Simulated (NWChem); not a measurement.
GeHSF, singlet; SMILES [F][Ge][SH]

```xyz
4

Ge    -0.4283     0.5253     0.0000
F      1.1811     1.2279     0.0000
S      0.2558    -1.6119     0.0000
H     -1.0166    -2.0717     0.0000
```
Atoms are numbered in this order, from 1.

Computed with NWChem. Low-valent species are run as closed-shell singlets; no triplet was tried in these runs. Geometry: optimised at PBE0/def2-SVP. B3LYP is NWChem's, with the RPA form of VWN correlation. Ions are spin-unrestricted doublets at the neutral geometry; other ion states weren't tried.

| level | vertical ionisation energy, ΔSCF (eV) | −ε(HOMO) (eV) | ΔSCF minus −ε(HOMO) (eV) |
|---|---|---|---|
| B3LYP/def2-SVPD | 10.03 | 7.56 | 2.47 |
| LDA (Slater exchange, VWN5)/def2-SVPD | 10.08 | 6.82 | 3.26 |
| BHandHLYP/def2-SVPD | 10.00 | 8.71 | 1.29 |
| LRC-wPBEh/def2-SVPD | 10.03 | 9.52 | 0.51 |
